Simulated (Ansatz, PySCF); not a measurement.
C2H6FNZn, SMILES C[N](C)[Zn][F]. Atoms are numbered in the order given.

```xyz
11

Zn    -0.3024     0.6163    -0.3292
F     -0.7534     2.1578    -1.0075
N      0.0624    -1.0488     0.2920
C     -0.4027    -1.4817     1.5899
C      1.2106    -1.7884    -0.1799
H     -0.6749    -2.5581     1.5749
H      0.3528    -1.3603     2.3987
H     -1.3050    -0.9286     1.8990
H      2.1045    -1.6932     0.4771
H      0.9841    -2.8735    -0.2448
H      1.5107    -1.4641    -1.1899
```
Charge 0, spin multiplicity 1.

Coordinates come from a B3LYP-D3(BJ)/def2-SVP optimisation. The structure was generated by enumeration; whether it is a known compound was not checked. One conformer was computed; it need not be the lowest.

Two levels are set side by side: PBE-D3(BJ)/def2-SVP (Ansatz, a program for electronic structure) and B3LYP-D3(BJ)/def2-SVP (Ansatz). Each level has its own optimised geometry; the coordinates shown are those of the second. Frequencies come from the Hessian of PySCF at each geometry. Differences are taken from unrounded values.

```json
[
 {"quantity": "mean bond length (Å)", "B3LYP-D3(BJ)": "1.310", "PBE-D3(BJ)": "1.316", "PBE-D3(BJ) minus B3LYP-D3(BJ)": "0.006"},
 {"quantity": "bond Zn1–F2 (Å)", "B3LYP-D3(BJ)": "1.744", "PBE-D3(BJ)": "1.748", "PBE-D3(BJ) minus B3LYP-D3(BJ)": "0.005"},
 {"quantity": "bond Zn1–N3 (Å)", "B3LYP-D3(BJ)": "1.814", "PBE-D3(BJ)": "1.818", "PBE-D3(BJ) minus B3LYP-D3(BJ)": "0.004"},
 {"quantity": "bond N3–C4 (Å)", "B3LYP-D3(BJ)": "1.445", "PBE-D3(BJ)": "1.447", "PBE-D3(BJ) minus B3LYP-D3(BJ)": "0.002"},
 {"quantity": "bond N3–C5 (Å)", "B3LYP-D3(BJ)": "1.445", "PBE-D3(BJ)": "1.447", "PBE-D3(BJ) minus B3LYP-D3(BJ)": "0.002"},
 {"quantity": "bond C4–H6 (Å)", "B3LYP-D3(BJ)": "1.110", "PBE-D3(BJ)": "1.119", "PBE-D3(BJ) minus B3LYP-D3(BJ)": "0.008"},
 {"quantity": "bond C4–H7 (Å)", "B3LYP-D3(BJ)": "1.113", "PBE-D3(BJ)": "1.122", "PBE-D3(BJ) minus B3LYP-D3(BJ)": "0.009"},
 {"quantity": "bond C4–H8 (Å)", "B3LYP-D3(BJ)": "1.103", "PBE-D3(BJ)": "1.110", "PBE-D3(BJ) minus B3LYP-D3(BJ)": "0.008"},
 {"quantity": "bond C5–H9 (Å)", "B3LYP-D3(BJ)": "1.113", "PBE-D3(BJ)": "1.122", "PBE-D3(BJ) minus B3LYP-D3(BJ)": "0.009"},
 {"quantity": "bond C5–H10 (Å)", "B3LYP-D3(BJ)": "1.110", "PBE-D3(BJ)": "1.119", "PBE-D3(BJ) minus B3LYP-D3(BJ)": "0.008"},
 {"quantity": "bond C5–H11 (Å)", "B3LYP-D3(BJ)": "1.103", "PBE-D3(BJ)": "1.110", "PBE-D3(BJ) minus B3LYP-D3(BJ)": "0.008"},
 {"quantity": "highest harmonic wavenumber (cm⁻¹)", "B3LYP-D3(BJ)": "3077", "PBE-D3(BJ)": "3023", "PBE-D3(BJ) minus B3LYP-D3(BJ)": "-54"},
 {"quantity": "mean harmonic wavenumber (cm⁻¹)", "B3LYP-D3(BJ)": "1342", "PBE-D3(BJ)": "1308", "PBE-D3(BJ) minus B3LYP-D3(BJ)": "-34"},
 {"quantity": "zero-point energy (kcal/mol)", "B3LYP-D3(BJ)": "51.81", "PBE-D3(BJ)": "50.49", "PBE-D3(BJ) minus B3LYP-D3(BJ)": "-1.31"}
]
```

Exact exchange shortens and stiffens bonds; PBE has none. Differences between two approximate levels are no errors against the true value.
